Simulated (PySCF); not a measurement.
Vertical excitations of a molecule CH₄ClF₂NSi from TDDFT-B3LYP/def2-SVPD run with PySCF 2.14.0, as energy in eV (oscillator strength): 6.30 (0.005), 7.12 (0.016), 7.45 (0.004), 7.75 (0.006), 8.29 (0.030), 8.34 (0.040), 8.38 (0.102), 8.70 (0.017), 8.91 (0.010), 9.01 (0.012). Lowest triplet (TDA): 6.02 eV. Geometry optimised at ωB97X-D3(BJ)/def2-SVP. One conformer was computed; it need not be the lowest.

Identify the compound among the candidates.
A. NC[Si](F)(F)Cl
B. N[Si@@](F)(Cl)CF
C. N[Si@H](Cl)C(F)F
D. CN[Si](F)(F)Cl

D, CN[Si](F)(F)Cl
